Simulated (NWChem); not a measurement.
Species: AlBr2Cl; SMILES [Al]([Br])([Cl])[Br]

```xyz
4

Al     0.0000     0.0000     0.4299
Cl     0.0000     0.0000     2.5235
Br    -1.9521     0.0000    -0.6820
Br     1.9521     0.0000    -0.6820
```
Atoms are numbered in this order, from 1.

Level: B3LYP/6-31G* (spherical d) (NWChem), optimised geometry, unscaled harmonic frequencies. This build's default masses of Se (78.918 u) and Br (79.917 u) are each other's, which moves their modes by up to 0.6 %.

```json
[
 {"frequency (cm⁻¹)": "101", "IR intensity (km/mol)": "2.6"},
 {"frequency (cm⁻¹)": "120", "IR intensity (km/mol)": "5.0"},
 {"frequency (cm⁻¹)": "179", "IR intensity (km/mol)": "24.2"},
 {"frequency (cm⁻¹)": "270", "IR intensity (km/mol)": "2.2"},
 {"frequency (cm⁻¹)": "506", "IR intensity (km/mol)": "174.4"},
 {"frequency (cm⁻¹)": "581", "IR intensity (km/mol)": "167.9"}
]
```

| Quantity | Value |
|---|---|
| zero-point energy | 2.5 kcal/mol |
| thermal correction to the enthalpy at 298.15 K (with zero-point energy) | 6.7 kcal/mol |
| heat capacity Cv | 15.7 cal/(mol K) |
| entropy at 298.15 K and 1 atm (symmetry number 2) | 82.7 cal/(mol K) |
| dipole moment | 0.29 D |

Rigid rotor and harmonic oscillator.
